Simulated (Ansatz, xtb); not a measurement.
Two isomers of GeH8OSi2

Structure a is `[SiH3][O][GeH2][SiH3]`, a singlet and structure b is `O[SiH2][GeH2][SiH3]`, a singlet. Both are isolated molecules in the gas phase, relaxed with PBE0-D3(BJ)/pcseg-1; the shapes shown needn't be the lowest conformers.

a (Å):

```yaml
atoms:
  - { symbol: Ge, position_ang: [1.4878, -0.5472, 0.3034] }
  - { symbol: O, position_ang: [0.6622, -0.3335, -1.3048] }
  - { symbol: Si, position_ang: [0.2800, -1.4504, -2.4702] }
  - { symbol: Si, position_ang: [1.5551, 1.6516, 1.2095] }
  - { symbol: H, position_ang: [1.5066, -2.1338, -2.9870] }
  - { symbol: H, position_ang: [-0.6371, -2.5024, -1.9305] }
  - { symbol: H, position_ang: [-0.3941, -0.7347, -3.5883] }
  - { symbol: H, position_ang: [0.6463, -1.5460, 1.1229] }
  - { symbol: H, position_ang: [2.8743, -1.1638, 0.0300] }
  - { symbol: H, position_ang: [2.2142, 1.6146, 2.5490] }
  - { symbol: H, position_ang: [2.3338, 2.5352, 0.2961] }
  - { symbol: H, position_ang: [0.1635, 2.1655, 1.3537] }
```

b (Å):

```
atom    x (Å)    y (Å)    z (Å)
  Ge   0.5514   0.2101  -0.3215
   O   1.6403  -2.8118  -0.7131
  Si   0.1678  -2.0461  -0.9505
  Si   1.9718   0.2510   1.5900
   H  -0.2842  -2.1704  -2.3718
   H  -0.8990  -2.6457  -0.0885
   H   1.6860  -3.7545  -0.9099
   H   1.2009   0.9923  -1.4778
   H  -0.7972   0.8836  -0.0005
   H   3.3261  -0.2514   1.2211
   H   1.3966  -0.6227   2.6552
   H   2.0953   1.6403   2.1249
```

Problem. Estimate E(b) − E(a) at the level CCSD(T)/def2-SVP + ΔMP2/def2-TZVPP.

Solution. Calculated at CCSD(T)/def2-SVP + ΔMP2/def2-TZVPP: E(b) − E(a) = +4.5 kcal/mol, so structure a lies lower.

Level by level:

```tsv
level	geometry	E(b) − E(a) (kcal/mol)	departure from the last row (kcal/mol)	job, with rough time for the two
GFN2-xTB	GFN2-xTB	+18.4	+13.9	optimisation, 1.5 s
HF/STO-3G	GFN2-xTB	−2.1	−6.6	single point, 1.5 s
r2SCAN-D4/def2-SVP	GFN2-xTB	+3.4	−1.0	single point, 6.8 s
PBE0-D3(BJ)/pcseg-1	PBE0-D3(BJ)/pcseg-1	−1.7	−6.1	optimisation, 3.6 min
HF/def2-SVP	PBE0-D3(BJ)/pcseg-1	+9.3	+4.9	part of the CCSD(T) run
MP2/def2-SVP	PBE0-D3(BJ)/pcseg-1	+6.7	+2.3	part of the CCSD(T) run
CCSD(T)/def2-SVP	PBE0-D3(BJ)/pcseg-1	+6.4	+2.0	single point
CCSD(T)/def2-SVP + ΔMP2/def2-TZVPP	PBE0-D3(BJ)/pcseg-1	+4.5		single point, 65 s
```

As drawn, b has 1 Ge–Si, 1 O–H in place of 1 Ge–O, 1 Si–H.

HF/STO-3G, PBE0-D3(BJ)/pcseg-1 put the two in the other order. The largest departure from CCSD(T)/def2-SVP + ΔMP2/def2-TZVPP is that of GFN2-xTB, 13.9 kcal/mol. The last row adds to CCSD(T) the change of the MP2 difference between the two basis sets, here −2.0 kcal/mol.

With harmonic frequencies from PBE0-D3(BJ)/pcseg-1 (ideal gas, rigid rotor, one conformer each, 298.15 K, 1 atm): on the last row, ΔE + ΔZPE = +5.6 kcal/mol. A mode under 50 cm⁻¹ makes harmonic enthalpies and free energies unreliable, so none is given.

The correlated steps freeze 20 core orbitals; the filled d shell of Ge is correlated, in a basis made for valence electrons. Programs: Ansatz 0.2.0, xtb 6.7.1; the last row on 2 threads of Intel(R) Xeon(R) Platinum 8259CL CPU @ 2.50GHz (Skylake/Cascade Lake) on a shared host.
